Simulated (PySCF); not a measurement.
# Computed vibrations of Yb(SH)3

Yb(SH)3 (singlet in the valence; each metal's 4f electrons, 13 of them, lie in its core potential, out of spins and levels). PySCF 2.14.0, RKS B3LYP, Yb lcecp-1-SVP with ECP59, S def2-SVP, H def2-SVP; non-relativistic Hamiltonian with scalar-relativistic core potentials where named; density fitting; no spin-orbit coupling. Central differences of gradients.

```xyz
7

Yb    0.0000    0.0000   -0.2514
S     2.4719    0.0000    0.4012
H     2.2257    0.0000    1.7340
S    -1.2359    2.1407    0.4012
H    -1.1128    1.9275    1.7340
S    -1.2359   -2.1407    0.4012
H    -1.1129   -1.9275    1.7340
```

Run from Python with OMP_NUM_THREADS=2. Where DIIS fails, smearing, a level shift and second-order steps follow.
It took 45 s on 2 threads of Arm Neoverse V2 (shared host).

Problem. What are the harmonic wavenumbers and infrared intensities?

Solution. Modes are labelled in C3v; negative numbers are unstable modes, those under 60 cm⁻¹ near the noise; a finer grid moves soft modes by up to 10 cm⁻¹.
| cm⁻¹ | km/mol | symmetry |
| --- | --- | --- |
| -283 | – | a2 |
| -225 | – | e |
| -225 | – | e |
| 57 | 19.8 | a1 |
| 88 | 3.6 | e |
| 88 | 3.6 | e |
| 304 | 29.0 | e |
| 304 | 29.0 | e |
| 304 | 4.5 | a1 |
| 354 | 50.6 | e |
| 354 | 50.6 | e |
| 381 | 16.1 | a1 |
| 2656 | 2.5 | e |
| 2656 | 2.5 | e |
| 2657 | 1.5 | a1 |

Problem. Is this a minimum?

Solution. No: 3 unstable; the lowest moves the atoms so:
```
Yb   0.00  0.00  0.00
S    0.00 -0.02  0.00
H    0.00  0.58  0.00
S    0.01  0.01  0.00
H   -0.50 -0.29  0.00
S   -0.01  0.01  0.00
H    0.50 -0.29  0.00
```

An lcecp potential fixes the number of 4f electrons, so in runs with it no electron can move into or out of that shell.
